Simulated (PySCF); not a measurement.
Si(CCH)2(H)(Me) (C₅H₆Si), SMILES C#C[SiH](C)C#C. Heavy atoms are numbered as in [SiH:1]([CH3:2])([C:3]#[CH:4])[C:5]#[CH:6]. Hydrogens are named by the atom that carries them.

The structure is a stationary point at B3LYP-D3(BJ)/def2-SVP.

Level of theory: PySCF with PBE/pcSseg-1.

GIAO shieldings, no solvent; atoms alike by connectivity are averaged. δ = σ(ref) − σ: ²⁹Si against TMS (σ = 335.4 ppm); ¹³C against TMS (σ = 182.0 ppm); ¹H against TMS (σ = 31.49 ppm), references at their B3LYP-D3(BJ)/def2-TZVP geometries, non-relativistic.

Computed chemical shifts:
```
nucleus      atoms  count  δ (ppm)
-------  ---------  -----  -------
²⁹Si     Si1 (SiH)      1    -69.3
¹³C        C4 (CH)      2    101.6
¹³C             C3      2     86.4
¹³C       C2 (CH3)      1      1.4
¹H        H on Si1      1     5.01
¹H         H on C4      2     2.47
¹H         H on C2      3     0.73
```
